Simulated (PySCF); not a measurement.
Computed shifts of a molecule C₆H₁₂O₂, B3LYP/pcSseg-1 in PySCF, GIAO, gas phase, equivalent atoms averaged, in ppm (number of nuclei): ¹³C: 179.6 (1), 72.3 (1), 37.9 (1), 25.8 (1), 24.7 (1), 19.5 (1). ¹H: 4.08 (2), 2.30 (3), 1.81 (2), 1.47 (2), 1.42 (3). References: ¹³C against TMS (σ = 181.3 ppm); ¹⁷O against H2O (σ = 333.8 ppm); ¹H against TMS (σ = 31.68 ppm), references at their B3LYP-D3(BJ)/def2-TZVP geometries, non-relativistic. Geometry: TPSSh-D3(BJ)/def2-SVP. Other conformers were not sampled.

Q: Pick the molecule that these values belong to.
A) CCCCOC(C)=O
B) COC(=O)C(C)(C)C
C) CC/C(=C/OC)OC

A: A, CCCCOC(C)=O
